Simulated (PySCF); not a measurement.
# Spinor energies of Ir⁴⁹⁺ (iridium, charge +49)

Start: [Ar] 3d10. Calculated with PySCF 2.14 in an even-tempered Gaussian basis (18 s from 4.4 bohr⁻², ratio 2.6; 15 p from 5.7 bohr⁻², ratio 2.6; 10 d from 5.7 bohr⁻², ratio 2.6; 5 f from 5.8 bohr⁻², ratio 2.8): generalised Hartree-Fock with the X2C-1e Hamiltonian and a Gaussian nucleus; spin-orbit coupling (SO) screened by Boettger's factors.

| spinor shell | electrons | ε, screened SO (eV) | weight of nominal j (screened SO) | rms radius, screened SO (bohr) |
| --- | --- | --- | --- | --- |
| 1s1/2 | 2 | -79156.4 | 1.000 | 0.0197 |
| 2s1/2 | 2 | -16111.7 | 1.000 | 0.0794 |
| 2p1/2 | 2 | -15533.6 | 1.000 | 0.0673 |
| 2p3/2 | 4 | -13891.9 | 1.000 | 0.0750 |
| 3s1/2 | 2 | -5668.1 | 1.000 | 0.199 |
| 3p1/2 | 2 | -5415.6 | 1.000 | 0.190 |
| 3d3/2 | 4 | -4629.2 | 1.000 | 0.179 |
| 3d5/2 | 6 | -4546.3 | 1.000 | 0.182 |

(1) Where does 3p3/2 lie, and what is the 3p spin-orbit splitting (screened SO)?

```json
{"quantity": "E (hartree)", "screened SO": "-16076.76287"}
{"quantity": "M_J", "screened SO": "0"}
{"quantity": "⟨J²⟩", "screened SO": "0.000"}
{"quantity": "⟨L²⟩", "screened SO": "0.073"}
{"quantity": "⟨S²⟩", "screened SO": "0.073"}
```

Breit and QED terms are absent; they matter most for the inner s and p1/2 levels.

Densities and radii are taken from the X2C orbitals without a picture-change correction, which distorts them close to the nucleus.

Answers

(1) At -5033.1 eV, 382.45 eV above 3p1/2.
